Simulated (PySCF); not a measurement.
PySCF input file for B(OEt)(NH2)(NMe2) (C₄H₁₃BN₂O), SMILES CCOB(N)N(C)C, B3LYP-D3(BJ)/def2-SVP. Geometry: B3LYP-D3(BJ)/def2-SVP. The values are those of a single conformer.

```python
import numpy as np
from pyscf import gto, scf, dft, df
from pyscf.hessian import thermo

mol = gto.M(
    atom='''
    B     0.24524017    0.06991235    0.48979022
    O    -0.03063500   -0.65994124   -0.65505860
    C     0.73901697   -1.76863924   -1.04959990
    C     0.26108710   -2.25588744   -2.40564696
    H     1.81275773   -1.49868074   -1.10077918
    H     0.65004330   -2.58722616   -0.30630111
    H     0.36713826   -1.45940229   -3.15850154
    H     0.84338198   -3.13046867   -2.73628553
    H    -0.80159607   -2.54002348   -2.35834446
    N     1.29773445   -0.32345918    1.36790911
    H     1.80834224   -1.18779241    1.25909234
    H     1.59750421    0.21937542    2.16425959
    N    -0.56628103    1.22308856    0.72882232
    C    -1.49691658    1.72207046   -0.25868836
    C    -0.46563105    2.04030121    1.91146609
    H    -2.52312950    1.79705664    0.15252274
    H    -1.21674930    2.73501102   -0.61318325
    H    -1.52077501    1.04923986   -1.12411294
    H     0.03243743    3.01412410    1.72194357
    H    -1.46792108    2.26945929    2.32219995
    H     0.09193222    1.52482000    2.70670260
    ''',
    basis='def2-SVP',
    charge=0,
    spin=0,
    max_memory=1600,
    verbose=3,
)
mf = dft.RKS(mol, xc='b3lyp').density_fit(auxbasis='def2-universal-jkfit')
mf.disp = 'd3bj'
mf.grids.level = 3
mf.conv_tol = 1e-11
mf.max_cycle = 100
mf.kernel()

# [left out here: the lines that compute and print the analytic Hessian (its translational invariance restored by hand, since the grid's response is missing), thermochemistry and intensities]
```

Output:

```
converged SCF energy = -369.711602323708

WARN: DFTD3 does not support analytical Hessian, using finite difference


WARN: Mole.unit (angstrom) is changed to Bohr

Mode                                 0                   1                   2
Irrep
Freq [cm^-1]                       51.5421             79.8206             89.1016
Reduced mass [au]                   2.7144              2.3207              2.1236
Force const [Dyne/A]                0.0042              0.0087              0.0099
Char temp [K]                      74.1577            114.8441            128.1974
Normal mode                   x     y     z       x     y     z       x     y     z
       0   B                -0.02 -0.02  0.02   -0.03 -0.02  0.01   -0.03 -0.03  0.03
       1   O                -0.07 -0.06  0.06   -0.08 -0.08  0.07    0.00  0.00  0.00
       2   C                -0.04 -0.04  0.03    0.04  0.03 -0.02    0.08  0.08 -0.06
       3   C                 0.09  0.10 -0.06   -0.00  0.01 -0.00   -0.02 -0.00  0.00
       4   H                -0.04 -0.05  0.16   -0.01  0.18 -0.09    0.05  0.20 -0.18
       5   H                -0.13 -0.11 -0.05    0.20 -0.01 -0.04    0.26  0.08 -0.04
       6   H                 0.18  0.16  0.02   -0.18  0.04  0.02   -0.22  0.00 -0.02
       7   H                 0.10  0.11 -0.08    0.09  0.10 -0.08    0.06  0.07 -0.06
       8   H                 0.07  0.11 -0.20    0.04 -0.15  0.08    0.03 -0.15  0.14
       9   N                 0.01  0.01 -0.01    0.04  0.06 -0.03   -0.07 -0.07  0.06
      10   H                -0.04 -0.03  0.05   -0.03 -0.00  0.06   -0.07 -0.07  0.04
      11   H                 0.03  0.03 -0.03    0.09  0.12 -0.10   -0.12 -0.12  0.12
      12   N                -0.00 -0.01  0.00   -0.02 -0.02  0.01   -0.02 -0.02  0.01
      13   C                -0.03 -0.04  0.01    0.07  0.06 -0.05   -0.03 -0.03  0.01
      14   C                 0.07  0.06 -0.05   -0.02 -0.04  0.02    0.07  0.07 -0.05
[...]
       7   H                 0.02 -0.03 -0.01   -0.02  0.02  0.01   -0.00  0.01  0.00
       8   H                -0.00  0.00 -0.00    0.00  0.00  0.00   -0.06 -0.01  0.00
       9   N                 0.00 -0.00 -0.00    0.00 -0.00  0.00    0.00 -0.00 -0.00
      10   H                -0.00 -0.00 -0.00    0.00 -0.00  0.00   -0.00 -0.00  0.00
      11   H                -0.00  0.00 -0.00    0.00  0.00  0.00    0.00  0.00  0.00
      12   N                 0.00 -0.00 -0.00    0.00 -0.00  0.00    0.00 -0.00  0.00
      13   C                 0.01 -0.03  0.01    0.01 -0.03  0.01    0.01  0.00 -0.00
      14   C                -0.00 -0.02 -0.00   -0.01 -0.03 -0.00    0.00  0.00 -0.00
      15   H                -0.26  0.01  0.11   -0.33  0.01  0.14   -0.09  0.01  0.04
      16   H                 0.11  0.37 -0.13    0.14  0.47 -0.17   -0.02 -0.06  0.02
      17   H                -0.00 -0.07 -0.09   -0.00 -0.09 -0.11    0.00 -0.00 -0.01
      18   H                 0.12  0.22 -0.05    0.18  0.35 -0.07   -0.01 -0.02  0.00
      19   H                -0.09  0.02  0.04   -0.13  0.02  0.06   -0.05  0.01  0.02
      20   H                 0.03 -0.03  0.05    0.05 -0.05  0.07    0.01 -0.00  0.01
Mode                                48                  49                  50
Irrep
Freq [cm^-1]                     3004.8007           3013.4367           3034.5420
Reduced mass [au]                   1.0997              1.0979              1.0362
Force const [Dyne/A]                5.8502              5.8740              5.6217
Char temp [K]                    4323.2392           4335.6645           4366.0303
Normal mode                   x     y     z       x     y     z       x     y     z
       0   B                -0.00 -0.00  0.00   -0.00  0.00  0.00    0.00  0.00  0.00
       1   O                 0.00  0.00  0.00    0.00 -0.00 -0.00    0.00 -0.00 -0.00
       2   C                -0.01 -0.01  0.00    0.00  0.00 -0.00    0.00  0.00  0.00
       3   C                 0.00  0.00 -0.00   -0.00 -0.00 -0.00   -0.01 -0.02 -0.04
       4   H                 0.10  0.03 -0.00   -0.00 -0.00  0.00   -0.02 -0.01 -0.00
       5   H                 0.01  0.06 -0.05   -0.00 -0.01  0.00    0.00  0.01 -0.01
       6   H                -0.00 -0.01  0.01   -0.00 -0.00  0.00   -0.06 -0.41  0.38
       7   H                 0.00 -0.00 -0.00   -0.00  0.00  0.00   -0.31  0.46  0.17
       8   H                -0.01 -0.00  0.00    0.00  0.00 -0.00    0.54  0.14 -0.04
       9   N                 0.00  0.00 -0.00    0.00  0.00  0.00   -0.00 -0.00 -0.00
      10   H                -0.00  0.00 -0.00    0.00  0.00  0.00    0.00  0.00  0.00
      11   H                 0.00 -0.00  0.00   -0.00 -0.00 -0.00   -0.00 -0.00 -0.00
      12   N                 0.00  0.00 -0.00   -0.00 -0.00 -0.00    0.00 -0.00 -0.00
      13   C                -0.06 -0.04  0.03   -0.03 -0.02  0.02   -0.00  0.00 -0.00
      14   C                -0.03 -0.01  0.02    0.07  0.02 -0.04   -0.00  0.00  0.00
      15   H                 0.65 -0.05 -0.27    0.26 -0.02 -0.12    0.00 -0.00 -0.00
      16   H                 0.12  0.45 -0.14    0.07  0.23 -0.07   -0.00 -0.00  0.00
      17   H                -0.01  0.02  0.04   -0.01  0.00  0.01   -0.00  0.00  0.00
      18   H                 0.05  0.12 -0.02   -0.16 -0.33  0.07   -0.00 -0.00  0.00
      19   H                 0.32 -0.07 -0.13   -0.71  0.16  0.27    0.00 -0.00 -0.00
      20   H                -0.03  0.03 -0.04    0.07 -0.05  0.08   -0.00  0.00 -0.00
Mode                                51                  52                  53
Irrep
Freq [cm^-1]                     3113.8097           3121.7955           3124.3381
Reduced mass [au]                   1.0953              1.1041              1.1049
Force const [Dyne/A]                6.2573              6.3394              6.3543
Char temp [K]                    4480.0789           4491.5687           4495.2268
Normal mode                   x     y     z       x     y     z       x     y     z
       0   B                -0.00  0.00 -0.00    0.00  0.00  0.00    0.00 -0.00 -0.00
       1   O                 0.00 -0.00  0.00   -0.00  0.00 -0.00    0.00  0.00 -0.00
       2   C                -0.00  0.00 -0.00    0.00 -0.00  0.00   -0.01 -0.01  0.00
       3   C                 0.00 -0.00  0.00    0.05 -0.07  0.01   -0.07 -0.04  0.04
       4   H                 0.00  0.00 -0.00   -0.02 -0.00 -0.00    0.07  0.02 -0.00
       5   H                -0.00 -0.00  0.00    0.00  0.03 -0.03    0.01  0.04 -0.04
       6   H                 0.00  0.00 -0.00    0.06  0.35 -0.33    0.05  0.44 -0.41
       7   H                -0.00  0.01  0.00   -0.40  0.60  0.23    0.04 -0.09 -0.02
       8   H                -0.00 -0.00  0.00   -0.29 -0.09  0.02    0.69  0.18 -0.03
       9   N                 0.00  0.00  0.00   -0.00 -0.00 -0.00    0.00  0.00 -0.00
      10   H                 0.00  0.00  0.00   -0.00  0.00 -0.00   -0.00 -0.00  0.00
      11   H                -0.00 -0.00 -0.00   -0.00  0.00 -0.00   -0.00 -0.00  0.00
      12   N                -0.00  0.00  0.00   -0.00 -0.00 -0.00    0.00  0.00  0.00
      13   C                 0.00 -0.00  0.00   -0.00  0.00  0.00   -0.00 -0.00  0.00
      14   C                -0.05  0.05 -0.05    0.00 -0.00  0.00    0.00 -0.00  0.00
      15   H                 0.00  0.00  0.00    0.00 -0.00 -0.00    0.00 -0.00 -0.00
      16   H                 0.00  0.00  0.00   -0.00 -0.00  0.00    0.00  0.00 -0.00
      17   H                -0.00 -0.00 -0.00   -0.00 -0.00 -0.00   -0.00  0.00  0.00
      18   H                -0.07 -0.11  0.02    0.00  0.00 -0.00    0.00  0.00 -0.00
      19   H                 0.18 -0.03 -0.08   -0.00  0.00  0.00    0.00 -0.00  0.00
      20   H                 0.47 -0.44  0.65   -0.01  0.00 -0.01   -0.00  0.00 -0.00
Mode                                54                  55                  56
Irrep
Freq [cm^-1]                     3157.3386           3634.7153           3729.5826
Reduced mass [au]                   1.0949              1.0507              1.0979
Force const [Dyne/A]                6.4309              8.1788              8.9979
Char temp [K]                    4542.7073           5229.5460           5366.0390
Normal mode                   x     y     z       x     y     z       x     y     z
       0   B                -0.00 -0.00 -0.00   -0.00  0.00 -0.00   -0.00  0.00  0.00
       1   O                 0.00 -0.00  0.00   -0.00 -0.00 -0.00   -0.00  0.00 -0.00
       2   C                -0.00  0.00  0.00   -0.00  0.00 -0.00    0.00 -0.00  0.00
       3   C                 0.00 -0.00  0.00   -0.00  0.00 -0.00    0.00  0.00  0.00
       4   H                 0.00  0.00 -0.00    0.00 -0.00 -0.00    0.00  0.00  0.00
       5   H                 0.00 -0.00  0.00   -0.00 -0.00  0.00    0.00  0.00 -0.00
       6   H                 0.00  0.00 -0.00   -0.00 -0.00  0.00    0.00  0.00 -0.00
       7   H                -0.00  0.00  0.00    0.00 -0.00 -0.00   -0.00  0.00  0.00
       8   H                -0.00 -0.00  0.00    0.00  0.00 -0.00   -0.00 -0.00  0.00
       9   N                -0.00  0.00  0.00    0.04 -0.02  0.03   -0.01  0.07  0.04
      10   H                -0.00 -0.00 -0.00   -0.35  0.60  0.09    0.34 -0.56 -0.07
      11   H                 0.00  0.00  0.00   -0.19 -0.37 -0.53   -0.21 -0.36 -0.54
      12   N                 0.00 -0.00  0.00   -0.00  0.00  0.00    0.00 -0.00  0.00
      13   C                 0.01 -0.06 -0.06    0.00 -0.00  0.00   -0.00 -0.00  0.00
      14   C                 0.00  0.00  0.00   -0.00 -0.00 -0.00    0.00 -0.00  0.00
      15   H                -0.13 -0.00  0.05   -0.00  0.00  0.00    0.00  0.00 -0.00
      16   H                 0.04  0.11 -0.05   -0.00  0.00 -0.00   -0.00  0.00 -0.00
      17   H                 0.02  0.57  0.73   -0.00  0.00 -0.00    0.00  0.00  0.00
      18   H                -0.00 -0.00  0.00    0.00  0.00  0.00    0.00  0.00 -0.00
      19   H                 0.00 -0.00  0.00   -0.00  0.00  0.00    0.00 -0.00  0.00
      20   H                 0.00 -0.00  0.00   -0.00  0.00 -0.00   -0.00  0.00 -0.00
temperature 298.1500 [K]
pressure 101325.00 [Pa]
Rotational constants [GHz] 3.62143 1.13157 0.88261
Symmetry number 1
Zero-point energy (ZPE) 0.18404 [Eh]   483208.465 [J/mol]
                           tot       elec      trans        rot        vib
Entropy [J/mol/K]       430.167      0.000    168.028    120.818    141.322
Cv [J/mol/K]            161.346      0.000     12.472     12.472    136.402
Cp [J/mol/K]            169.660      0.000     20.786     12.472    136.402
Internal energy [J/mol]                      3718.434   3718.434 505243.546
Internal energy [Eh]   -369.51633  -369.71160
Enthalpy [J/mol]                             6197.391   3718.434 505243.546
Enthalpy [Eh]          -369.51539
Gibbs free energy [J/mol]                  -43900.159 -32303.343 463108.515
Gibbs free energy [Eh] -369.56424
mode   freq/cm-1   IR/(km/mol)
   1       51.54         0.093
   2       79.82         2.007
   3       89.10         0.133
   4      110.50         0.141
   5      139.97         0.326
   6      183.49         1.099
   7      221.78       118.637
   8      247.53        38.804
   9      277.51         0.391
  10      287.72         8.570
  11      341.04         0.962
  12      371.24         1.730
  13      435.61         2.665
  14      477.52         0.127
  15      491.70         4.094
  16      636.86        19.860
  17      732.18         3.289
  18      822.79         0.290
  19      845.75         4.485
  20      943.94         4.446
  21     1024.55        36.807
  22     1089.18         6.199
  23     1112.26         7.855
  24     1119.97         1.627
  25     1143.10         6.682
  26     1172.16         4.057
  27     1179.40         5.437
  28     1237.29       198.415
  29     1268.87        79.128
  30     1300.64         0.524
  31     1366.57       367.231
  32     1388.55        84.797
  33     1421.78        64.009
  34     1438.73        58.923
  35     1447.34       121.987
  36     1455.06         5.265
  37     1457.57         6.196
  38     1468.56        46.234
  39     1470.39         8.061
  40     1475.82         0.176
  41     1481.23        11.778
  42     1508.35         1.668
  43     1546.59       192.854
  44     1600.78       276.996
  45     2955.82        65.054
  46     2964.15       177.890
  47     2966.67        34.103
  48     3002.82        32.377
  49     3004.80       124.972
  50     3013.44        17.180
  51     3034.54        17.173
  52     3113.81        29.089
  53     3121.80        26.058
  54     3124.34        24.231
  55     3157.34         4.938
  56     3634.72        26.690
  57     3729.58        21.015
max |gradient| / (hartree/bohr): 4.0308919821026984e-05
APT charges: [ 1.3625 -1.0356  0.6769  0.0345 -0.0918 -0.1027 -0.0106 -0.0213 -0.0097
 -0.7715  0.1947  0.1911 -0.9162  0.3982  0.4245 -0.0824 -0.0892  0.0326
 -0.0949 -0.0692 -0.0197]
```

The run converged.

Cost: around 14 core-minutes (rough).
